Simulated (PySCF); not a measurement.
**Electronic structure of Zn+ (zinc, charge +1) at the UHF level**

Configuration: [Ar] 3d10 4s1, 2S determinant. Computed with PySCF 2.14 in cc-pVDZ-PP with ECP10MDF (4s4p3d1f, 38 functions), with scalar relativity through the core potential.

- Total energy: -225.661679 hartree
- One-electron energy: -401.3282 hartree
- Hartree (Coulomb) energy: 195.3847 hartree
- Exchange energy: -19.7182 hartree
- ⟨S²⟩: 0.7507
- ⟨L²⟩: 0.000
- Sum of ⟨r⟩: 17.07 bohr
- Sum of ⟨r²⟩: 22.73 bohr²
- Time after the integrals: 0.1 s of wall time on 1 thread of Neoverse-V1 (shared host)

| shell | electrons | mean orbital energy (eV) | rms radius, mean of both spins (bohr) |
| --- | --- | --- | --- |
| 3s α | 1 | -169.34 | 0.734 |
| 3s β | 1 | -169.12 | 0.734 |
| 3p α | 3 | -116.81 | 0.777 |
| 3p β | 3 | -116.80 | 0.777 |
| 3d α | 5 | -30.457 | 0.993 |
| 3d β | 5 | -30.410 | 0.993 |
| 4s α | 1 | -16.843 | 2.86 |

Energies and moments cover only the electrons outside the core potential.
